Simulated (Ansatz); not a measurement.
`Cl[SiH](Cl)[GeH3]` + `[NH2][GeH2][Cl]` → `[Cl][GeH2][NH][SiH](Cl)Cl` + GeH₄  (cleavage of the Si–Ge bond)

Calculated with Ansatz (gas phase, PBE0-D4/def2-TZVP geometries, no zero-point term in ΔE). CCSD(T)/CBS is the MP2 limit (def2-TZVPP, def2-QZVPP) plus CCSD(T) − MP2 in def2-TZVPP, frozen cores. Functionals use def2-TZVPP. For Ge outer-core shells are correlated without core-valence functions, which leaves a few kJ/mol of doubt a bond. Scalar relativity is left out up to krypton. One conformer a species, not always the lowest.

CCSD(T)/CBS gives -60.7 kJ/mol.

Task: Another level gave -58.2 kJ/mol. Which?
A. SCS-MP2/def2-TZVPP
B. PBE0/def2-TZVPP
C. PBE0-D4/def2-TZVPP
D. B2PLYP/def2-TZVPP

Result: D. B2PLYP -58.2, PBE0-D4 -49.9, PBE0 -44.7, SCS-MP2/def2-TZVPP -68.0 kJ/mol.

Largest T1 diagnostic among the species: 0.012.

The D4 term adds −9.2 kJ/mol with B3LYP and −5.3 kJ/mol with PBE0; it sums over pairs of atoms, weighted by their polarisabilities, and B3LYP, whose exchange is more repulsive, gets the larger term. From PBE to PBE0 (25 % exact exchange), in def2-TZVPP and without D4, ΔE moves by −7.9 kJ/mol.

B3LYP here is the variant with VWN-RPA as its local correlation; programs differ in this.
